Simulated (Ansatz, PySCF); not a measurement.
C₂H₈O₂Si₂, SMILES O[Si@H]1C[SiH2]CO1. Atoms are numbered in the order given.

```xyz
14

O      2.3550     0.3241     0.3871
Si     1.0259     0.2184    -0.5964
C      0.0482    -1.3821    -0.4339
Si    -1.4526    -0.8535     0.5741
C     -1.4506     1.0078     0.1165
O     -0.1081     1.3717    -0.1582
H      2.1917     0.4024     1.3316
H      1.5536     0.4723    -1.9590
H      0.6368    -2.1928     0.0205
H     -0.2711    -1.7176    -1.4355
H     -2.7311    -1.5479     0.2314
H     -1.1862    -1.0220     2.0378
H     -1.8374     1.6448     0.9293
H     -2.0911     1.2023    -0.7647
```

Coordinates come from a PBE0-D3(BJ)/def2-SVP optimisation. The structure was generated by enumeration; whether it is a known compound was not checked. One conformer was computed; it need not be the lowest.

Two levels are set side by side: PBE-D3(BJ)/def2-SVP (Ansatz, a quantum-chemistry and plane-wave program) and PBE0-D3(BJ)/def2-SVP (Ansatz). Each level has its own optimised geometry; the coordinates shown are those of the second. Frequencies come from the Hessian of PySCF at each geometry. Differences are taken from unrounded values.

```tsv
quantity	PBE0-D3(BJ)	PBE-D3(BJ)	PBE-D3(BJ) minus PBE0-D3(BJ)
mean bond length (Å)	1.449	1.460	0.012
bond O1–Si2 (Å)	1.657	1.674	0.017
bond Si2–C3 (Å)	1.882	1.895	0.013
bond Si2–O6 (Å)	1.676	1.694	0.019
bond C3–Si4 (Å)	1.884	1.895	0.012
bond Si4–C5 (Å)	1.917	1.929	0.012
bond C5–O6 (Å)	1.418	1.432	0.014
bond O1–H7 (Å)	0.962	0.973	0.012
bond Si2–H8 (Å)	1.483	1.494	0.011
bond C3–H9 (Å)	1.100	1.108	0.008
bond C3–H10 (Å)	1.104	1.111	0.008
bond Si4–H11 (Å)	1.495	1.505	0.011
bond Si4–H12 (Å)	1.497	1.508	0.010
bond C5–H13 (Å)	1.103	1.112	0.009
bond C5–H14 (Å)	1.107	1.116	0.009
highest harmonic wavenumber (cm⁻¹)	3932	3761	-171
mean harmonic wavenumber (cm⁻¹)	1216	1174	-42
zero-point energy (kcal/mol)	62.58	60.43	-2.16
```

GGA bonds tend to be longer and softer than those of functionals with exact exchange. Differences between two approximate levels are no errors against the true value.
